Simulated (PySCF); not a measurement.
Field gradients from PBE0/pcSseg-1 densities (PySCF, non-relativistic) at GFN2-xTB geometries, isolated species, one conformer each; χzz is the principal value of largest magnitude, with Q(14N) = 0.02044 b, Q(35Cl) = −0.0817 b, Q(17O) = −0.0256 b. GFN2-xTB bond lengths can be off by several hundredths of an ångström, more for odd bonds, and the gradients follow them. These gradients aren't converged with respect to the basis.

Question: Rank these 14N sites by the size of the quadrupole coupling, smallest first.
A. The nitrile nitrogen of `N#CC[C@H]([SiH3])CF`
B. The pyridine-type nitrogen of `Cc1ccc([SiH2]CCl)nc1`
C. The silicon-bound nitrogen of `CC[C@@H]1C[C@@]1([SiH3])N[SiH3]`
D. The silicon-bound nitrogen of `N[SiH](N)Cc1ccco1`

Answer: D (4.289 MHz), A (4.646 MHz), C (5.135 MHz), B (5.550 MHz).

Question: Rank these 35Cl sites by the size of the quadrupole coupling, smallest first.
A. The silicon-bound chlorine of `CC(=O)[SiH2][Si]([SiH3])([SiH3])Cl`
B. Cl6 (alkyl chlorine) in `[CH:1]#[C:2][C@@H:3]([Cl:4])[C@H:5]([Cl:6])[C@@H:7]1[CH2:8][SiH2:9]1`
C. The silicon-bound chlorine of `CC(C)=C(C=O)CC[SiH2]Cl`

Answer: C (39.77 MHz), A (44.62 MHz), B (74.84 MHz).

Question: Rank these 17O sites by the size of the quadrupole coupling, smallest first.
A. The furan-type oxygen of `N[SiH](N)Cc1ccco1`
B. The aldehyde oxygen of `CC(C)=C(C=O)CC[SiH2]Cl`
C. The ether oxygen of `CN[SiH2]/C=C(/C#N)OC`
D. The aldehyde oxygen of `CC(C)=C(C=O)C[SiH2]CCl`

Answer: A (8.622 MHz), D (9.876 MHz), C (11.48 MHz), B (12.01 MHz).

All sites together:

```tsv
nucleus	site	Vzz (au)	η	χzz (MHz)
14N	the silicon-bound nitrogen of N[SiH](N)Cc1ccco1	-0.893	0.38	-4.289
14N	the silicon-bound nitrogen of CC[C@@H]1C[C@@]1([SiH3])N[SiH3]	-1.069	0.35	-5.135
14N	the nitrile nitrogen of N#CC[C@H]([SiH3])CF	-0.967	0.04	-4.646
14N	the pyridine-type nitrogen of Cc1ccc([SiH2]CCl)nc1	-1.155	0.39	-5.550
35Cl	Cl6 (alkyl chlorine) in [CH:1]#[C:2][C@@H:3]([Cl:4])[C@H:5]([Cl:6])[C@@H:7]1[CH2:8][SiH2:9]1	3.899	0.03	-74.84
35Cl	the silicon-bound chlorine of CC(=O)[SiH2][Si]([SiH3])([SiH3])Cl	2.325	0.03	-44.62
35Cl	the silicon-bound chlorine of CC(C)=C(C=O)CC[SiH2]Cl	2.072	0.04	-39.77
17O	the aldehyde oxygen of CC(C)=C(C=O)C[SiH2]CCl	-1.642	0.31	9.876
17O	the aldehyde oxygen of CC(C)=C(C=O)CC[SiH2]Cl	-1.997	0.44	12.01
17O	the ether oxygen of CN[SiH2]/C=C(/C#N)OC	1.908	0.80	-11.48
17O	the furan-type oxygen of N[SiH](N)Cc1ccco1	1.433	0.07	-8.622
```
